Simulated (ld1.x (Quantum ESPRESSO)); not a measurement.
**Before and after: RRKJ potential for N**

nitrogen (N), norm-conserving RRKJ (Kleinman–Bylander form), made with ld1.x (Quantum ESPRESSO) 7.5 (LDA (PZ), scalar-relativistic). Core [He], reference 2s2 2p2 (charge +1). Waves: 2s (bound): rc 1.10 bohr; 3d channel at 0.45 Ry: rc 2.20 bohr; 2p (bound): rc 2.05 bohr. Local part: the p channel. Core correction: Bessel-smoothed model core inside 0.55 bohr. rho0 = 0.001.

Change: type ultrasoft; waves now 2s (bound): rcut 0.95, rcutus 1.10 bohr; 2s channel at -1.95 Ry: rcut 0.95, rcutus 1.10 bohr; 2p (bound): rcut 1.80, rcutus 2.05 bohr; 2p channel at -1.1 Ry: rcut 1.80, rcutus 2.05 bohr; 3d channel at 0.45 Ry: rcut 1.90, rcutus 2.20 bohr; 3d channel at 0.65 Ry: rcut 1.90, rcutus 2.20 bohr; local potential all-electron potential smoothed inside 1.20 bohr (lloc = -1); augmentation PSQ, radius 0.95 bohr; rho0 0.

Cutoffs: the cutoffs (Ry, on a coarse ladder) from which the occupation-weighted sum of valence levels, in a spherical-Bessel basis at the reference potential, stays within 10 and 1 mRy of its value at 400 Ry; they do not see the model core or the augmentation charge, which bear on the density cutoff. Errors are all-electron minus pseudo energies relative to the spin-unpolarised reference configuration.

**Question.** What does the change do?

**Answer.** The potential gets softer (90 Ry and 110 Ry → 15 Ry and 25 Ry); of the 9 tests that both files solve, the error grows in 0 and shrinks in 9 by more than 15 % and 0.3 meV (median size 117.2 → 12.9 meV); the range in which the s phases agree widens (upper end -0.2 → at the end of the scan); the range in which the p phases agree widens (upper end -0.0 → at the end of the scan); neither file shows a bound ghost. Several settings change at once here, so the effects cannot be laid on one of them.

| quantity | base | changed |
| --- | --- | --- |
| cutoff, loose | 90 Ry | 15 Ry |
| cutoff, tight | 110 Ry | 25 Ry |
| loose cutoff by channel (10 mRy a level) | s 80 Ry, p 30 Ry | s 12 Ry, p 15 Ry |
| bound ghosts | none | none |
| error for 2s2 2p3, meV [ΔE -13.73 eV] | +6.8 | -5.2 |
| error for 2s2 2p1, meV [ΔE 28.97 eV] | +154 | -15 |
| error for 2s2 2p0, meV [ΔE 76.13 eV] | +1116 | -45 |
| error for 2s0 2p5, meV [ΔE 8.72 eV] | +246 | -17 |
| error for 2s1 2p0, meV [ΔE 153.61 eV] | +2088 | +29 |
| error for 2s1 2p4, meV [ΔE -2.53 eV] | +117 | -13 |
| error for 2s1 2p3, meV [ΔE 11.45 eV] | +18 | -0.3 |
| error for 2s2 2p2 (spin-polarised), meV [ΔE -1.69 eV] | +8.2 | +1.2 |
| error for 2s2 2p3 (spin-polarised), meV [ΔE -16.62 eV] | +70 | -3.6 |
| s: phases at 2.39 bohr within 0.05 rad from the reference energy up to (Ry; the scan ends near 5) | -0.2 | to the end of the scan |
| p: phases at 2.39 bohr within 0.05 rad from the reference energy up to (Ry; the scan ends near 5) | -0.0 | to the end of the scan |
| d: phases at 2.39 bohr within 0.05 rad from the reference energy up to (Ry; the scan ends near 5) | 3.0 | 3.1 |
